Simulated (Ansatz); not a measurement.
C2H2F2, charge -1, doublet, geometry from GFN2-xTB (a state made from the parent by changing its charge; the spin is typed, not shown lowest) (a gas-phase anion, which may not be bound at this level), atoms displaced at random by about 0.03 Å a coordinate; PBE/STO-3G, gradient (Ansatz, a quantum-chemistry and plane-wave program).

The Ansatz input:
Ansatz 0.2 input:
```yaml
crystal:
  periodic: [false, false, false]
  atoms:
    - {symbol: C, position_ang: [1.38610649, -0.18629625, -0.29724567]}
    - {symbol: C, position_ang: [0.08131577, -0.05513892, 0.34761740]}
    - {symbol: F, position_ang: [-0.88510928, -1.01593765, -0.00038252]}
    - {symbol: F, position_ang: [-0.54578498, 1.29002395, -0.04258265]}
    - {symbol: H, position_ang: [2.07335474, 0.61480253, -0.04427333]}
    - {symbol: H, position_ang: [1.81435572, -1.08809896, -0.03779464]}
basis:
  gaussian:
    orbitals: STO-3G
hamiltonian:
  xc: pbe
total_charge: -1
magnetization: {spin_polarized: true, initial_magnetization: 1}
output: {forces: true}
```

Q: Predict the main parts of the log of this Ansatz run.

A: 
```
Functional definition: PBE
313 factors; integrals over basis functions are off by at most 2.6e-5 eV
mean field evaluation 1: about -7416.4139 eV, gradient 2.1e1 eV
mean field evaluation 2: about -7398.3851 eV, gradient 5.0e1 eV
mean field evaluation 4: about -7420.4032 eV, gradient 5.0e0 eV
mean field evaluation 8: about -7420.4797 eV, gradient 1.4e-1 eV
mean field -7420.47992517 eV, -272.6976074680 hartree, gradient 5.7e-5 eV, S^2 0.751144; 0 other end points of the search recorded, 0 dependent functions left out
the calculation of the forces begins
reference -7420.47993723 eV, -272.6976079111 hartree; 17, 16 occupied and 5, 6 virtual orbitals, 313 factors
Total energy: -7420.47993723 eV, -272.6976079111 hartree
Atom 0 at     1.386106    -0.186296    -0.297246 Å, force    -1.014629     1.584563    -1.502908 eV/Å
Atom 1 at     0.081316    -0.055139     0.347617 Å, force    -0.834574     3.357077     0.441221 eV/Å
Atom 2 at    -0.885109    -1.015938    -0.000383 Å, force    -0.752295    -0.984101    -0.453982 eV/Å
Atom 3 at    -0.545785     1.290024    -0.042583 Å, force     0.494424    -1.577440     0.538992 eV/Å
Atom 4 at     2.073355     0.614803    -0.044273 Å, force     0.427939     0.734273     0.293177 eV/Å
Atom 5 at     1.814356    -1.088099    -0.037795 Å, force     1.679136    -3.114372     0.683500 eV/Å
Dipole moment:    -0.469364    -0.011963     0.093268 e Å
```
